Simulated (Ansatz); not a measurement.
`C[SiH](F)I`: the same geometry under several functionals.

```yaml
crystal:
  periodic: [false, false, false]
  atoms:
    - {symbol: C, position_ang: [-0.168433, 0.993156, 0.186438]}
    - {symbol: Si, position_ang: [0.334538, -0.741250, -0.199031]}
    - {symbol: F, position_ang: [1.273854, -1.291777, 0.968115]}
    - {symbol: I, position_ang: [-1.619225, -2.188759, -0.333322]}
    - {symbol: H, position_ang: [-0.802586, 1.388923, -0.609857]}
    - {symbol: H, position_ang: [-0.725450, 1.033834, 1.124409]}
    - {symbol: H, position_ang: [0.718144, 1.627012, 0.275619]}
    - {symbol: H, position_ang: [1.081359, -0.878239, -1.468170]}
basis:
  gaussian: {orbitals: def2-TZVPP}
hamiltonian: {xc: {name: r2SCAN0}, dispersion: d4}
output: {orbitals: {seedname: orbitals}}
```

```sh
$ ansatz run in.yaml --threads 4 --pin off --events-out ev --progress --plain
```

Shortened log:

```
Functional definition: r2SCAN0
1281 factors; their error is unknown
mean field evaluation 1: about -19796.9057 eV, gradient 5.2e1 eV
mean field evaluation 2: about -19795.3579 eV, gradient 5.8e1 eV
mean field evaluation 4: about -19802.2440 eV, gradient 2.5e0 eV
mean field evaluation 8: about -19802.2566 eV, gradient 4.6e-2 eV
mean field evaluation 16: about -19802.5504 eV, gradient 9.7e-5 eV
mean field -19802.55042078 eV, -727.7303053129 hartree, gradient 4.1e-5 eV, S^2 0.000000; 0 other end points of the search recorded, 0 dependent functions left out
reference -19802.55042958 eV, -727.7303056362 hartree; 29, 29 occupied and 181, 181 virtual orbitals, 1281 factors
Total energy: -19802.60227315 eV, -727.7322108522 hartree
```

Hardware: 4 threads of a server CPU on a shared host. Wall time 3.6 s, peak host memory 0.51 GiB.

With the line `hamiltonian: {xc: {name: LC-wPBE}}` (abridged; 2 s):

```
Functional definition: LC-wPBE
mean field evaluation 16: about -19799.4847 eV, gradient 5.4e-5 eV
mean field -19799.48466786 eV, -727.6176409710 hartree, gradient 5.4e-5 eV, S^2 0.000000
Total energy: -19799.48466786 eV, -727.6176409712 hartree
```

Changing it to `hamiltonian: {xc: {name: PBE-QIDH}}` (abridged; 3.7 s):

```
Functional definition: PBE-QIDH
mean field evaluation 16: about -19778.8548 eV, gradient 3.4e-5 eV
mean field -19778.85478583 eV, -726.8595067900 hartree, gradient 8.6e-6 eV, S^2 0.000000
16 core orbitals not correlated: weight in the atoms' cores, before any rotation towards them, 1.000 or more for the frozen orbitals, at most 0.000 for the correlated occupied ones
second order -20.89579087 eV of doubles, -0.00000000 eV of singles
Total energy: -19785.82006086 eV, -727.1154759259 hartree
```

Changing it to `hamiltonian: {xc: {name: wB97X-V}}` (abridged; 6 s):

```
Functional definition: wB97X-V
mean field evaluation 16: about -19800.2707 eV, gradient 4.0e-4 eV
mean field -19800.27071156 eV, -727.6465275442 hartree, gradient 2.2e-5 eV, S^2 0.000000
Total energy: -19800.27070969 eV, -727.6465274757 hartree
```

The same input with `hamiltonian: {xc: {name: wB97M-V}}` and forces (abridged; 8.5 s):

```
Functional definition: wB97M-V
mean field evaluation 16: about -19800.6761 eV, gradient 7.1e-4 eV
mean field -19800.67611477 eV, -727.6614258373 hartree, gradient 3.5e-5 eV, S^2 0.000000
Total energy: -19800.67616015 eV, -727.6614275051 hartree
Atom 0 force     0.003430     0.006912     0.002484 eV/Å
Atom 1 force    -0.015792     0.047690    -0.248244 eV/Å
Atom 2 force     0.048599    -0.049127     0.087971 eV/Å
Atom 3 force     0.058910     0.047287     0.014963 eV/Å
Atom 4 force     0.042161    -0.026023     0.055314 eV/Å
Atom 5 force     0.038241    -0.003201    -0.066318 eV/Å
Atom 6 force    -0.074234    -0.044853    -0.006453 eV/Å
Atom 7 force    -0.101316     0.021315     0.160283 eV/Å
Dipole moment:     0.004428     0.413413    -0.116202 e Å
```

The same input with `hamiltonian: {xc: r2scan, dispersion: d4}` and forces (abridged; 3.6 s):

```
Functional definition: r2SCAN
mean field evaluation 16: about -19803.7489 eV, gradient 2.8e-4 eV
mean field -19803.74888624 eV, -727.7743481063 hartree, gradient 1.2e-5 eV, S^2 0.000000
Total energy: -19803.79143417 eV, -727.7759117137 hartree
Atom 0 force     0.011366    -0.016312    -0.018056 eV/Å
Atom 1 force     0.028776     0.040511    -0.050609 eV/Å
Atom 2 force     0.032428    -0.010246     0.038815 eV/Å
Atom 3 force    -0.064064    -0.050867    -0.004208 eV/Å
Atom 4 force     0.013985     0.008590     0.029977 eV/Å
Atom 5 force     0.011545     0.012864    -0.020739 eV/Å
Atom 6 force    -0.025253    -0.000475     0.001830 eV/Å
Atom 7 force    -0.008784     0.015934     0.022990 eV/Å
Dipole moment:    -0.002888     0.412085    -0.108649 e Å
```
